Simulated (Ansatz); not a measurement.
Isolated molecules relaxed with PBE0-D4/def2-TZVP in Ansatz; ΔE leaves out vibrations. CBS: MP2 limit from def2 TZ/QZ plus the TZ coupled-cluster correction, frozen cores. This one scheme is used for every species, atoms too. For atomizations the MP2-based limit and the directly extrapolated one differ by several kJ/mol either way, and by 10 to 25 for some Ge, Se and Sn compounds, so smaller differences from it don't rank the levels. Open shells (•) are unrestricted, without spin–orbit coupling. Spin–orbit coupling would lower the free atoms: a little for C, Si; clearly for Ge. Bonds to Ge are less sure, by a few kJ/mol each and by 10 to 20 or more in all where they break to atoms, as the def2 sets lack core-valence functions. Scalar relativity is left out up to krypton. Each species was taken in one conformer, which may not be the lowest.

Consider the atomization: `C[SiH](N)[GeH3]` → C• + Ge• + 9 H• + N• + Si•.

```tsv
species	CCSD(T)/CBS(def2) energy (Eh)
`C[SiH](N)[GeH3]`	-2463.40010
C•	-37.79194
Ge•	-2076.01830
H•	-0.50000
N•	-54.53257
Si•	-288.94402
```

Question: Work out ΔE.

Answer: ΔE = 9 × (-0.50000) + (-37.79194) + (-2076.01830) + (-54.53257) + (-288.94402) − (-2463.40010) = 1.61327 Eh = +4235.6 kJ/mol.

Largest T1 diagnostic among the species: 0.012.

From r2SCAN to r2SCAN0 (25 % exact exchange), in def2-TZVPP and without D4, ΔE moves by −39.5 kJ/mol: exact exchange takes away binding that semilocal exchange gives to molecules. In def2-TZVPP, CCSD(T) changes the Hartree–Fock value by +1035.0 kJ/mol (the triples alone add +45.6 kJ/mol) and MP2 by +1021.5 kJ/mol; breaking electron pairs costs correlation energy, which Hartree–Fock lacks. At CCSD(T), def2-SVP lies −289.5 kJ/mol from the extrapolated value and def2-TZVPP −102.9 kJ/mol: correlation converges slowly with the basis, and small sets miss more of it in the bonded molecule than in its fragments.
